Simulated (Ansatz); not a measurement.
Ansatz (an electronic-structure program) input (CCSD(T)/6-31G*):

Ansatz 0.2 input:
```yaml
crystal:
  periodic: [false, false, false]
  atoms:
    - {symbol: C, position_ang: [-0.68217336, 1.57508065, -1.22873420]}
    - {symbol: Si, position_ang: [-0.37213498, 0.11875807, -0.16135308]}
    - {symbol: C, position_ang: [-1.93144893, -0.89231946, 0.08980439]}
    - {symbol: P, position_ang: [1.21028257, -1.26092706, -1.05497187]}
    - {symbol: P, position_ang: [0.37433445, 0.85402560, 1.85724177]}
    - {symbol: H, position_ang: [-1.56576278, 1.66797432, -1.85138186]}
    - {symbol: H, position_ang: [0.04425005, 2.37046290, -1.35270833]}
    - {symbol: H, position_ang: [-2.31850250, -1.24940050, -0.86708925]}
    - {symbol: H, position_ang: [-2.70645543, -0.29109053, 0.56875085]}
    - {symbol: H, position_ang: [-1.73598696, -1.76217610, 0.71906131]}
    - {symbol: H, position_ang: [0.69011064, -1.23593346, -2.37678878]}
    - {symbol: H, position_ang: [2.14270025, -0.22037676, -1.29800710]}
    - {symbol: H, position_ang: [1.01685364, -0.36644259, 2.19570388]}
    - {symbol: H, position_ang: [1.55516118, 1.43132437, 1.32093289]}
basis:
  gaussian:
    orbitals: 6-31G*
magnetization: {spin_polarized: true, initial_magnetization: 1}
correlation: {method: ccsd_t, electrons: outside_noble_gas}
```

End of the output:

```
reference -28607.59978810 eV, -1051.3099012851 hartree; 16, 15 occupied and 72, 73 virtual orbitals, 1067 factors
second order -14.27276339 eV of doubles, -0.00000000 eV of singles
coupled cluster: 1.62 GiB planned
cycle   1  -15.78507553 eV  change    -1.5e0 eV  update   1.0e-1
cycle   2  -16.39624252 eV  change   -6.1e-1 eV  update   3.5e-2
cycle   3  -16.47564607 eV  change   -7.9e-2 eV  update   1.4e-2
cycle   4  -16.47804836 eV  change   -2.4e-3 eV  update   5.8e-3
cycle   5  -16.47737617 eV  change    6.7e-4 eV  update   3.3e-3
cycle   6  -16.47782215 eV  change   -4.5e-4 eV  update   1.5e-3
cycle   7  -16.47818931 eV  change   -3.7e-4 eV  update   6.6e-4
cycle   8  -16.47830133 eV  change   -1.1e-4 eV  update   2.3e-4
cycle   9  -16.47826645 eV  change    3.5e-5 eV  update   8.9e-5
cycle  10  -16.47824915 eV  change    1.7e-5 eV  update   3.3e-5
perturbative correction -0.50096088 eV, -0.0184099728 hartree
Total energy: -28624.57899813 eV, -1051.9338757448 hartree
```

It need not be the lowest isomer of its formula.
